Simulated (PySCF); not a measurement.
CH₃Cl₂NSi₂, SMILES [Si]1(N=C[SiH2]1)(Cl)Cl.

Geometry optimised at B3LYP-D3(BJ)/def2-SVP. This is a generated structure with no PubChem entry under its InChIKey; it may be hypothetical.

Computed with TDA-B3LYP/def2-SVPD (PySCF).

Vertical excitations. Gas-phase values at a fixed geometry. State labels are in the subgroup Cs.

Computed UV-visible absorptions:
| state | symmetry | energy (eV) | λ (nm) | f | main pairs |
|---|---|---|---|---|---|
| S1 | A" | 3.71 | 334 | 0.000 | HOMO→LUMO 99 % |
| S2 | A' | 4.99 | 248 | 0.001 | HOMO→LUMO+1 98 % |
| S3 | A" | 5.07 | 245 | 0.000 | HOMO−1→LUMO 98 % |
| S4 | A" | 5.53 | 224 | 0.003 | HOMO→LUMO+2 97 % |
| S5 | A' | 5.74 | 216 | 0.005 | HOMO→LUMO+3 93 % |
| S6 | A' | 6.30 | 197 | 0.017 | HOMO−2→LUMO 63 %, HOMO−1→LUMO+1 22 % |
| S7 | A' | 6.38 | 194 | 0.041 | HOMO−1→LUMO+1 27 %, HOMO−2→LUMO 27 %, HOMO→LUMO+5 24 %, HOMO−3→LUMO 17 % |
| S8 | A' | 6.46 | 192 | 0.015 | HOMO→LUMO+4 91 % |
| S9 | A' | 6.58 | 188 | 0.008 | HOMO−3→LUMO 58 %, HOMO→LUMO+5 35 % |
| S10 | A" | 6.72 | 184 | 0.033 | HOMO−1→LUMO+2 69 %, HOMO−4→LUMO 22 % |
| T1 | A" | 2.99 | 415 | 0 | HOMO→LUMO 97 % |
| T2 | A' | 4.79 | 259 | 0 | HOMO→LUMO+1 70 %, HOMO−5→LUMO 11 % |
| T3 | A' | 4.84 | 256 | 0 | HOMO−5→LUMO 30 %, HOMO→LUMO+1 25 %, HOMO−2→LUMO 19 %, HOMO−3→LUMO 12 % |
| T4 | A" | 4.84 | 256 | 0 | HOMO−1→LUMO 94 % |
Triplets are in the Tamm–Dancoff approximation.
